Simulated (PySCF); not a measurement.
CdB⁺: one state, many levels of theory

State: ¹Σ⁺ (singlet), closed shell. Set-up: PySCF, scalar-relativistic core potentials, basis sets Cd def2-SVPD with ECP28, B def2-SVPD. De refers to Cd + B⁺ in their ground configurations, without counterpoise correction. A positive dipole points towards B; it is taken about the centre of mass and depends on that origin.

```csv
Level,Re (Å),ωe (cm⁻¹),De (eV),μ (D)
RHF,2.614,287,1.41,1.85
RHF-MP2,2.501,311,1.67,n/a
RHF-SCS-MP2,2.521,305,1.64,n/a
RHF-CCSD,2.522,312,1.59,n/a
RHF-CCSD(T),2.511,314,1.69,n/a
PBE,2.500,297,2.26,2.77
BLYP,2.542,276,2.08,3.08
BP86,2.506,293,2.15,2.90
r²SCAN,2.481,309,2.21,2.53
PBE0,2.503,310,2.12,2.42
M06-2X,2.580,288,1.84,2.91
LC-ωPBE,2.453,342,1.98,1.49
```

Task: Which functional lies closest to RHF-CCSD(T) in De, which farthest, and by how much do they differ from it?

Result: Closest is M06-2X (+6.9 pm in Re, -8.3 % in ωe, +0.15 eV in De against RHF-CCSD(T) in the same basis), farthest PBE (-1.1 pm in Re, -5.4 % in ωe, +0.57 eV in De). CCSD(T) converges more slowly with the basis than the functionals do and binds too weakly in this one, so the order can change at the basis-set limit.

Task: What does a quarter of exact exchange do here, going from PBE to PBE0?

Result: PBE0 less PBE: +0.3 pm in Re, +4.4 % in ωe, -0.14 eV in De. Exact exchange removes part of the self-interaction that spreads semilocal densities, and in most molecules shortens and stiffens the bond and lowers De; here Re goes the other way.

Task: What does second-order correlation do here, going from RHF to RHF-MP2?

Result: RHF-MP2 less RHF: -11.3 pm in Re, +8.4 % in ωe, +0.26 eV in De. Correlation nearly always deepens the well. The bond shortens, as in weak, metallic or heavy-atom bonds, where dispersion and the correlation of outer-core electrons pull the atoms together.

Correlated steps freeze 1 core orbital. Correlated levels converge slowly with the basis: in double zeta they bind strong bonds too weakly, by up to about 1 eV, and carry superposition errors of some tenths. For an ion De counts to the pair picked by the measured ionisation energies or electron affinities, which need not be the lowest pair at this level.
